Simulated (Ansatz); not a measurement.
cyclo-(H2SiS)3 (Si₃H₆S₃), relaxed as a singlet with RKS PBE-D4/def2-SVP in Ansatz, starting from the GFN2-xTB geometry. Force threshold 0.02 eV/Å.

Start:

```xyz
12

Si   -0.553    1.780   -0.639
H    -1.372    2.300    0.441
H    -0.512    2.550   -1.862
S    -1.361   -0.112   -1.273
Si   -1.369   -1.334    0.497
H    -2.179   -0.687    1.515
H    -1.832   -2.617    0.016
S     0.590   -1.605    1.343
Si    1.967   -0.450    0.154
H     1.962   -0.960   -1.205
H     3.206   -0.506    0.891
S     1.453    1.641    0.121
```

Problem. Estimate the energy that the relaxation releases and the steps that it takes.

Solution. 8.0 kcal/mol, in 16 steps; 29 s on 2 threads of AMD EPYC 7R13 on a shared host. The force fell under the threshold at step 11, but the optimiser went on. No frequencies were taken in this run, so the end may be a saddle point.

Problem. Does the start keep its bonding and symmetry?

Solution. By distances, no bond broke or formed. The bond that changes most is Si9–H11, from 1.44 to 1.50 Å (atoms count from 1). Point group Cs at the start, C2 at the end, both within 0.05 Å.

Problem. Predict the relaxed structure.

Solution. 
```xyz
12

Si   -0.443    1.757   -0.580
H    -1.031    2.040    0.771
H    -0.754    2.861   -1.543
S    -1.321   -0.050   -1.402
Si   -1.347   -1.269    0.390
H    -2.545   -0.999    1.254
H    -1.381   -2.683   -0.115
S     0.353   -0.884    1.680
Si    1.848   -0.435    0.173
H     1.723   -1.391   -0.976
H     3.182   -0.570    0.841
S     1.717    1.623   -0.492
```
Bond lengths: 6 × S–Si 2.17 Å; 6 × H–Si 1.50 Å.
